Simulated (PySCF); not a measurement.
GeH4.
InChI=1S/GeH4/h1H4

Level of theory: TDDFT B3LYP/def2-SVPD, vertical, gas phase, core orbitals frozen in the response (PySCF). Geometry: PBE0-D3(BJ)/def2-SVP; no solvent, vibrations or thermal averaging. The B3LYP/def2-SVPD calculation is non-relativistic and has no spin–orbit coupling, an omission that weighs most on germanium.

Problem. Predict the UV-vis stick spectrum at this level.

Solution. 

```csv
state,E (eV),E (kJ/mol),λ (nm),f,symmetry,"main configurations (H = HOMO, L = LUMO)"
S1,8.46,816,146.6,0.132,T2,H-2/H-1/H→L (≥96%)
S2,8.46,816,146.6,0.132,T2,H-2/H-1/H→L (≥96%)
S3,8.46,816,146.6,0.132,T2,H-2/H-1/H→L (≥96%)
S4,9.05,874,136.9,0.0000,–,H-2/H-1/H→L+1/L+2 (≥96%)
S5,9.06,874,136.9,0.0000,–,"H-2/H-1/H→L+3 (49%), H-2/H-1/H→L+1/L+2 (49%)"
S6,9.06,874,136.9,0.0000,–,"H-2/H-1/H→L+1/L+2 (49%), H-2/H-1/H→L+3 (48%)"
S7,9.27,894,133.8,0.0000,–,H-2/H-1/H→L+1/L+2 (≥79%)
S8,9.27,894,133.8,0.0000,–,"H-2/H-1/H→L+3 (≥61%), H-2/H-1/H→L+1/L+2 (≥14%)"
S9,9.63,929,128.8,0.0000,–,"H-2/H-1/H→L+1/L+2 (≥63%), H-2/H-1/H→L+3 (≥32%)"
```

Triplets, Tamm–Dancoff:

```
state  E (eV)  λ (nm)  main configurations (H = HOMO, L = LUMO)
   T1    7.82   158.6                        H-2/H-1/H→L (≥79%)
   T2    7.82   158.6                        H-2/H-1/H→L (≥78%)
   T3    7.82   158.6                        H-2/H-1/H→L (≥78%)
```

The lowest singlet level (S1/S2/S3) comes at 147 nm (816 kJ/mol) in the vacuum ultraviolet; it is strong. The lowest level is also the most intense of those listed (f = 0.397 summed). S1/S2/S3, S4/S5/S6 and S7/S8 lie within about 0.01 eV of each other in each set; the point group Td has degenerate representations, and within a degenerate level the listed configurations can mix freely. Löwdin shares by element: HOMO (one of a set within 0.03 eV) hydrogen 53% or more, germanium 44%; LUMO germanium 60%, hydrogen 30% or more. Of the 9 states listed, 3 reach f = 0.01 and 6 stay under 0.0005. Weighted by f, the mean energy of these states is 8.46 eV. The oscillator strengths of these states sum to 0.397; summed over the whole spectrum of an exact calculation they would give the number of electrons, 36 (Thomas–Reiche–Kuhn). The vertical ionisation energy (ΔSCF) is 12.18 eV, 2.55 eV above S9. Symmetry labels in Td follow from the direction of the transition dipole and are given only for states with f of 0.002 or more. Orbitals of the list HOMO-3 to LUMO+2 that lie within 0.01 eV of each other are written together with a slash and their weights summed (≥ marks a lower bound); for degenerate orbitals outside that list single weights are arbitrary. Only the lowest 10 singlets were computed, as vertical energies without vibronic structure. The highest level found (9.88 eV, f 0.316 so far) is left out, since the window may have cut off a degenerate partner.
